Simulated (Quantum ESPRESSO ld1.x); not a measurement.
Spin polarisation of the 3p1 shell in the sulfur ion S3+. Start: [Ne] 3s2 3p(up 0.5, down 0.5); electrons of 3p are moved from spin down to spin up, other shells keep equal spins. Method: scalar-relativistic Kohn-Sham, LDA (Slater exchange, Perdew-Zunger correlation), spin-polarised, spherical densities, point nucleus; computed with ld1.x of Quantum ESPRESSO 7.5.

moment (Bohr magnetons)  E - E(0) (eV)  e(3p up) (eV)  e(3p down) (eV)  3s down minus up (eV)  2p down minus up (eV)
0                                0.000        -40.417          -40.417                  0.000                  0.000
0.25                            -0.020        -40.573          -40.252                  0.336                  0.076
0.5                             -0.080        -40.720          -40.077                  0.673                  0.153
0.75                            -0.181        -40.859          -39.890                  1.015                  0.230
1                               -0.323        -40.991          -39.688                  1.364                  0.306

At moment 1 the spin-polarisation energy is -0.323 eV and the 3p exchange splitting 1.303 eV, that is 1.303 eV per Bohr magneton; E = -I m^2/4 would give I = 1.291 eV.
